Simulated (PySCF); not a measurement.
Isomers of C9H14Se, from PBE0-D3(BJ)/def2-SVP geometry optimisation, gas phase in PySCF 2.14.0. One conformer each, no zero-point energy, no frequencies.

Question: Which is lower in electronic energy at this level?
A. `[CH2:1]=[C:2]([CH3:3])[C@@:4]1([CH3:5])[CH2:6][CH2:7][C@@H:8]1[CH:9]=[Se:10]` with C1–C2–C4–C5 -108°, C7–C8–C9–Se10 135°, C2–C4–C6–C7 135°, C4–C6–C7–C8 -19°, C6–C7–C8–C9 141°, C2–C4–C8–C7 -139°: A = 1539, B = 531.1, C = 452.4 MHz, dipole 2.26 D
B. `[CH3:1][Se:2][CH2:3][C:4]#[C:5][CH2:6][CH:7]1[CH2:8][CH2:9][CH2:10]1` with C1–Se2–C3–C4 -59°, C5–C6–C7–C8 172°, C6–C7–C8–C9 -142°, C7–C8–C9–C10 19°, C8–C9–C10–C7 -19°, C6–C7–C10–C9 142°: A = 1904, B = 356.5, C = 317.3 MHz, dipole 1.56 D

Answer: A. That is `C=C(C)[C@@]1(C)CC[C@@H]1C=[Se]`, 16.8 kcal/mol below the other.

```csv
SMILES,mapped SMILES,E (Eh),relative (kcal/mol),relative (kJ/mol),dipole (D)
C=C(C)[C@@]1(C)CC[C@@H]1C=[Se],[CH2:1]=[C:2]([CH3:3])[C@@:4]1([CH3:5])[CH2:6][CH2:7][C@@H:8]1[CH:9]=[Se:10],-2751.64260,0.0,0.0,2.26
C[Se]CC#CCC1CCC1,[CH3:1][Se:2][CH2:3][C:4]#[C:5][CH2:6][CH:7]1[CH2:8][CH2:9][CH2:10]1,-2751.61576,16.8,70.5,1.56
```

As drawn, the lower has a C=C bond outside aromatic rings and a quaternary carbon, which the higher lacks; the higher has a C≡C bond, which the lower lacks.
